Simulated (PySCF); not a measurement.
Point-charge models of `C[SiH2]C1=CC=CC=C1` against its computed dipole.

Coordinates (PBE0-D3(BJ)/def2-SVP, Å) and charges (e) from the PBE0/pcSseg-1 density (PySCF):

| atom | x | y | z | Mulliken | IAO | Hirshfeld | ESP-fitted |
| --- | --- | --- | --- | --- | --- | --- | --- |
| C1 | 2.869 | 0.619 | 0.364 | -0.6518 | -0.7111 | -0.2087 | -0.5969 |
| Si2 | 1.778 | -0.771 | -0.273 | +0.7021 | +0.7636 | +0.3341 | +0.6011 |
| C3 | -0.047 | -0.328 | -0.136 | -0.3684 | -0.2785 | -0.0963 | -0.1188 |
| C4 | -0.474 | 1.008 | -0.108 | -0.0876 | -0.1392 | -0.0474 | -0.0976 |
| C5 | -1.829 | 1.330 | -0.026 | -0.0738 | -0.1496 | -0.0494 | -0.1634 |
| C6 | -2.784 | 0.317 | 0.028 | -0.0914 | -0.1445 | -0.0453 | -0.1364 |
| C7 | -2.379 | -1.018 | 0.003 | -0.0770 | -0.1493 | -0.0486 | -0.1157 |
| C8 | -1.024 | -1.333 | -0.077 | -0.0808 | -0.1358 | -0.0458 | -0.1672 |
| H9 | 2.571 | 0.917 | 1.381 | +0.1465 | +0.1552 | +0.0439 | +0.1411 |
| H10 | 3.922 | 0.299 | 0.396 | +0.1511 | +0.1584 | +0.0463 | +0.1558 |
| H11 | 2.808 | 1.504 | -0.287 | +0.1456 | +0.1514 | +0.0435 | +0.1432 |
| H12 | 2.016 | -2.028 | 0.505 | -0.0998 | -0.1282 | -0.0849 | -0.1505 |
| H13 | 2.127 | -1.065 | -1.701 | -0.0801 | -0.1290 | -0.0864 | -0.1602 |
| H14 | 0.260 | 1.819 | -0.146 | +0.0874 | +0.1403 | +0.0456 | +0.1211 |
| H15 | -2.139 | 2.378 | -0.004 | +0.0951 | +0.1502 | +0.0501 | +0.1405 |
| H16 | -3.846 | 0.566 | 0.093 | +0.0988 | +0.1513 | +0.0511 | +0.1390 |
| H17 | -3.123 | -1.817 | 0.050 | +0.0971 | +0.1507 | +0.0506 | +0.1340 |
| H18 | -0.723 | -2.385 | -0.087 | +0.0871 | +0.1443 | +0.0474 | +0.1312 |

What dipole does each set of charges give (1 e·Å = 4.803 D), and what does the density give?

The full density gives (-0.27, 0.64, 0.29) D, 0.75 D in size; dipole vectors point from the negative to the positive end.

```tsv
scheme	μx	μy	μz	size (D)	share of the full size (%)	angle to the full dipole (°)
Mulliken	0.82	-0.53	-0.31	1.03	136	148
IAO	0.18	-0.45	-0.14	0.51	67	172
Hirshfeld	-0.10	0.18	0.10	0.23	31	7
ESP-fitted	-0.25	0.63	0.29	0.74	98	1
```

Which set comes closest?

Length of the difference vector: ESP-fitted 0.02 D, Hirshfeld 0.53 D, IAO 1.26 D, Mulliken 1.71 D. Closest: ESP-fitted. 

What is left for the Hirshfeld atoms' own dipoles?

The Hirshfeld atoms' densities add up to the full density, so μ = Σ q r + Σ (atomic dipoles). The atomic dipoles sum to (-0.27, 0.64, 0.29) − (-0.10, 0.18, 0.10) = (-0.17, 0.46, 0.19) D, 0.53 D in size.

With the origin at the mean of the coordinates, (-0.001, 0.001, -0.001) Å, which are the largest single terms, by size, of the IAO dipole along the direction of the full one?

Si2 -5.15, H15 +2.01, H13 +1.45, H16 +1.39, H12 +1.39 D; all 18 atoms together -0.50 D. The single terms depend on the origin, their sum doesn't.

Give the size of the full dipole in other units.

0.75 D = 0.297 au = 0.157 e·Å = 2.51 × 10⁻³⁰ C·m.

The structure is a single PBE0-D3(BJ)/def2-SVP conformer in the gas phase; no vibrational or solvent corrections.

These values come from a run that also computed NMR shieldings. Rough CPU time on one thread of a shared machine: about 20 s.

Shape of the structure used: `[CH3:1][SiH2:2][c:3]1[cH:4][cH:5][cH:6][cH:7][cH:8]1`: C1–Si2–C3–C4 24°.
